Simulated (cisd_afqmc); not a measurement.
Input (AFQMC/CISD/cc-pVTZ; cisd_afqmc is a phaseless AFQMC code with CISD trial states that reads the integrals written by Ansatz):

Ansatz 0.2 input:
```python
import cisd_afqmc

open("ham.yaml", "w").write("""\
crystal:
  periodic: [false, false, false]
  atoms:
    - {symbol: F, position_ang: [1.70946934, 0.76923349, 0.18219939]}
    - {symbol: C, position_ang: [0.92835057, -0.31656267, 0.07222930]}
    - {symbol: C, position_ang: [-0.38209826, -0.19484109, -0.04155825]}
    - {symbol: F, position_ang: [-1.03991033, 0.94496846, -0.05942959]}
    - {symbol: F, position_ang: [-1.19314148, -1.23237441, -0.15247188]}
    - {symbol: H, position_ang: [1.43472834, -1.26802529, 0.08329238]}
basis:
  gaussian:
    orbitals: cc-pVTZ
magnetization: {spin_polarized: false}
correlation: {method: ccsd, electrons: outside_noble_gas, hamiltonian_folder: ham}
""")
rep = cisd_afqmc.ansatz("ham.yaml")
e_ccsd = rep["correlation"]["coupled_cluster"]["energy"]["hartree"]
out = cisd_afqmc.run("ham", e_ccsd, trial="CISD", walkers=1000, populations=1, threads=12, dt=0.005, steps=40, early=24, settle=10, least=100,
    cut=5e-5, rank_cut=2e-4, target=0.0004, seconds=1500, seed=4, memory=62639, gpu=True)
```

Output:

```
orbitals 159, occupied [15], factors 912 of 1018, rank of the doubles 719 of 2160
E(HF) = -374.720691
E(CCSD) on the cut factors = -375.785195, shift to the whole factors -0.000012
Energy of the trial state on the determinant = -375.785195
  tau behind 7.2 of longer steps, mean of the populations' last blocks
   2.0  -375.82518
   4.0  -375.82739
   6.0  -375.82505
   8.0  -375.82537
  10.0  -375.82596
  12.0  -375.82443
  14.0  -375.82397
  16.0  -375.82271
  18.0  -375.82451
  20.0  -375.82679
  22.0  -375.82508
  24.0  -375.82404
  26.0  -375.82385
  28.0  -375.82417
  30.0  -375.82407
  32.0  -375.82597
  34.0  -375.82564
blocks 160 (0 outliers left out), error by blocks joined: 1: 0.00031, 2: 0.00036, 4: 0.00039, 8: 0.00040
E(AFQMC/CISD) = -375.82494 +/- 0.00040
```
